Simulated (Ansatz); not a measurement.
**Abstraction of F: SiH2(CH3)F + BCl2 → SiH2(CH3) + BCl2F**

Gas-phase species: SiH2(CH3)F, singlet; BCl2 `Cl[B]Cl`, doublet; SiH2(CH3), doublet; BCl2F (dichlorofluoroborane) `FB(Cl)Cl`, singlet. A radical takes F: the energy is the difference in strength between the Si–F bond broken and the B–F bond made.

Shapes, held fixed at every level: PBE0-D4/def2-TZVP. Programs: Ansatz 0.2.0. The zero-point and thermal change to 298 K, harmonic and unscaled (PBE0-D4/def2-TZVP), is -0.8 kJ/mol.

```tsv
level	kind	ΔH(298 K) (kJ/mol)	less CCSD(T)/CBS estimate
MP2/def2-SVP	perturbation theory	-83.3	-41.6
HF/def2-SVP	Hartree–Fock	-67.5	-25.8
SPW92/def2-TZVPP	LDA	-66.9	-25.2
wB97X-V/def2-TZVPP	range-separated hybrid	-48.7	-7.0
CCSD(T)/def2-SVP	coupled cluster or CI	-82.6	-40.9
CCSD/def2-TZVPP	coupled cluster or CI	-48.2	-6.5
CCSD(T)/CBS estimate	coupled cluster or CI	-41.7	0.0
```

The highest level, CCSD(T)/CBS estimate, gives ΔH(298 K) = -41.7 kJ/mol; the levels span -83.3 to -41.7. The column of differences is taken from that level and isn't an error. No measured value is set beside it here. Open shells run unrestricted. The CBS estimate extrapolates MP2 from def2-TZVPP and def2-QZVPP and adds CCSD(T) − MP2 in the triple-zeta set, cores frozen. CCSD(T)/CBS estimate lies outside the range of the other correlated levels here, so it shouldn't be taken on trust.
